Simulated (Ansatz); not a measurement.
Two members of one family (Oligo(thiazole)), computed with Ansatz in the gas phase. Binding counts from free atoms in the multiplicity of their measured ground term, without zero-point energy. Sets without diffuse functions give affinities that are too small. A dash marks a value that wasn't run or was left out as unsound. The structures are stationary points that may keep the symmetry of their start.

First: c1csc(-c2cnc(-c3cnc(-c4cnc(-c5cncs5)s4)s3)s2)n1 (singlet, charge 0, r2SCAN-D4/def2-SVP geometry).

Cartesian coordinates in Å:
```
C -1.719 -7.826 -1.985
C -1.869 -7.899 -0.618
S -1.559 -6.357 0.084
C -1.247 -5.720 -1.527
C -0.887 -4.345 -1.764
C -0.619 -3.760 -2.998
N -0.301 -2.450 -2.983
C -0.304 -1.963 -1.760
C 0.002 -0.592 -1.453
C 0.338 0.402 -2.370
N 0.587 1.624 -1.862
C 0.458 1.643 -0.551
C 0.666 2.819 0.247
C 1.024 4.081 -0.222
N 1.165 5.045 0.709
C 0.931 4.590 1.922
C 1.011 5.407 3.106
C 1.334 6.757 3.159
N 1.346 7.314 4.398
C 1.040 6.436 5.311
S 0.708 4.831 4.717
S 0.506 2.882 1.977
S 0.006 0.088 0.147
S -0.717 -3.144 -0.520
N -1.372 -6.611 -2.485
H -1.861 -8.671 -2.665
H -2.139 -8.757 -0.005
H -0.663 -4.320 -3.935
H 0.400 0.212 -3.444
H 1.182 4.290 -1.282
H 1.567 7.348 2.271
H 0.984 6.646 6.382
```

```json
{"level": "PBE-D4/def2-SVP", "HOMO (eV)": "-5.20", "LUMO (eV)": "-3.43", "gap (eV)": "1.77", "vertical IE (eV)": "–", "vertical EA (eV)": "–", "vertical triplet (eV)": "–", "binding per atom (eV)": "5.47"}
{"level": "PBE-D4/def2-TZVP", "HOMO (eV)": "-5.23", "LUMO (eV)": "-3.52", "gap (eV)": "1.71", "vertical IE (eV)": "6.83", "vertical EA (eV)": "2.02", "vertical triplet (eV)": "1.58", "binding per atom (eV)": "5.40"}
{"level": "r2SCAN-D4/def2-TZVP", "HOMO (eV)": "-5.34", "LUMO (eV)": "-3.50", "gap (eV)": "1.84", "vertical IE (eV)": "–", "vertical EA (eV)": "–", "vertical triplet (eV)": "–", "binding per atom (eV)": "5.13"}
{"level": "PBE0-D4/def2-SVP", "HOMO (eV)": "-6.03", "LUMO (eV)": "-2.92", "gap (eV)": "3.10", "vertical IE (eV)": "–", "vertical EA (eV)": "–", "vertical triplet (eV)": "–", "binding per atom (eV)": "5.26"}
{"level": "PBE0-D4/def2-TZVP", "HOMO (eV)": "-5.98", "LUMO (eV)": "-2.95", "gap (eV)": "3.03", "vertical IE (eV)": "7.07", "vertical EA (eV)": "1.93", "vertical triplet (eV)": "1.81", "binding per atom (eV)": "5.19"}
```

Second: c1csc(-c2cnc(-c3cnc(-c4cnc(-c5cnc(-c6cncs6)s5)s4)s3)s2)n1 (singlet, charge 0, r2SCAN-D4/def2-SVP geometry).

```tsv
atom	x (Å)	y (Å)	z (Å)
C1	-6.401	-6.077	-4.703
C2	-6.951	-4.828	-4.879
S3	-5.959	-3.643	-4.119
C4	-4.866	-4.926	-3.614
C5	-3.671	-4.672	-2.849
C6	-2.754	-5.619	-2.408
N7	-1.703	-5.153	-1.703
C8	-1.754	-3.844	-1.566
C9	-0.760	-3.083	-0.859
C10	0.373	-3.595	-0.231
N11	1.175	-2.699	0.376
C12	0.714	-1.470	0.252
C13	1.373	-0.318	0.803
C14	2.559	-0.318	1.532
N15	2.999	0.884	1.955
C16	2.191	1.857	1.583
C17	2.402	3.243	1.889
C18	1.642	4.363	1.566
N19	2.108	5.551	2.003
C20	3.234	5.403	2.674
C21	3.952	6.510	3.254
C22	3.590	7.850	3.205
N23	4.432	8.715	3.828
C24	5.440	8.084	4.363
S25	5.437	6.356	4.141
S26	3.793	3.744	2.805
S27	0.792	1.314	0.656
S28	-0.792	-1.358	-0.658
S29	-3.155	-3.098	-2.331
N30	-5.240	-6.126	-3.998
H31	-6.837	-7.002	-5.088
H32	-7.866	-4.551	-5.404
H33	-2.867	-6.687	-2.614
H34	0.608	-4.661	-0.223
H35	3.114	-1.233	1.754
H36	0.712	4.321	0.991
H37	2.689	8.204	2.700
H38	6.250	8.564	4.919
```

Question: Estimate how these quantities change from the first to the second (second minus first).

Answer: 
| level | Δ HOMO (eV) | Δ LUMO (eV) | Δ gap (eV) | Δ vertical IE (eV) | Δ vertical EA (eV) | Δ vertical triplet (eV) | Δ binding per atom (eV) |
| --- | --- | --- | --- | --- | --- | --- | --- |
| PBE-D4/def2-SVP | 0.03 | -0.09 | -0.11 | – | – | – | 0.03 |
| PBE-D4/def2-TZVP | 0.03 | -0.08 | -0.11 | -0.17 | 0.22 | -0.09 | 0.03 |
| r2SCAN-D4/def2-TZVP | 0.03 | -0.09 | -0.12 | – | – | – | 0.03 |
| PBE0-D4/def2-SVP | 0.04 | -0.11 | -0.15 | – | – | – | 0.03 |
| PBE0-D4/def2-TZVP | 0.04 | -0.10 | -0.15 | -0.13 | 0.19 | -0.05 | 0.03 |
